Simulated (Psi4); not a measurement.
Pair of molecules, SMILES [CH3][Zn][CH3] with SMILES O (the first has 9 atoms); geometry from GFN2-xTB.
(charge 0, multiplicity 1):
| atom | x (Å) | y (Å) | z (Å) |
|---|---|---|---|
| C | -0.0617 | 2.0822 | -0.2076 |
| Zn | -0.0040 | 0.0600 | 0.1067 |
| C | 0.0906 | -1.9821 | -0.0229 |
| H | 0.7991 | 2.5749 | 0.2381 |
| H | -0.9463 | 2.5290 | 0.2399 |
| H | -0.0699 | 2.3559 | -1.2586 |
| H | -0.7057 | -2.4556 | 0.5470 |
| H | 1.0301 | -2.3597 | 0.3753 |
| H | 0.0109 | -2.3532 | -1.0410 |
| O | -0.0662 | 0.1557 | 2.4454 |
| H | -0.1015 | 0.9470 | 2.9875 |
| H | -0.0559 | -0.6089 | 3.0252 |

Level of theory: SAPT0/aug-cc-pVDZ in Psi4.

Task: Which attractive term is largest, and how does the interaction split up?

Result: electrostatics -849.4, exchange 843.7, induction -240.0, dispersion -227.7, total -473.4 meV; the largest attraction is electrostatics.
